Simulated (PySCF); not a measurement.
# Energy of Dy⁺ (dysprosium, charge +1) between two integer charges

The 6s alpha orbital of [Xe] 4f10 6s1 is emptied in steps (occupation f), with all orbitals relaxed, ending at [Xe] 4f10. All numbers are calculated (PySCF 2.14, a scalar-relativistic core potential, in def2-TZVP with the def2 core potential (28 electrons)). The exact energy is a straight line in f; departures are measured from the line between the end points of the same method.

```csv
f,UHF (eV)
1,0.000
0.8,0.005
0.6,0.008
0.4,0.008
0.2,0.005
0,0.000
```

```csv
method,E(f=0) − E(f=1) (eV),−ε at f=1 (eV),−ε at f=0.4 (eV)
UHF,10.766,10.799,10.759
```

Orbital energy along the path (eV):

| f | UHF |
| --- | --- |
| 1 | -10.799 |
| 0.8 | -10.785 |
| 0.6 | -10.772 |
| 0.4 | -10.759 |
| 0.2 | -10.746 |
| 0 | -10.734 |

Reference removal energy between the ground levels: 11.647 ± 0.02 eV (semi-empirical (NIST evaluation); NIST Atomic Spectra Database, ionization energies). The calculation has no spin-orbit coupling. UHF lacks correlation.
